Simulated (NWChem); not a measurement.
C2H7FSi; SMILES C[C@@H](F)[SiH3]

Program: NWChem. Geometry: optimised at PBE-D3(BJ)/def2-SVP. Level: B3LYP/def2-SVP with SMD (1 M gas to 1 M solution), gas-phase geometry. Reactions with the solvent are ignored.

Question: Predict the results for solvent water. Quantities: solvation free energy (kcal/mol); cavity-dispersion-structure term (kcal/mol); dipole in solution (D).

Answer: 
```yaml
solvation free energy (kcal/mol): 1.0
cavity-dispersion-structure term (kcal/mol): 3.7
dipole in solution (D): 2.19
```
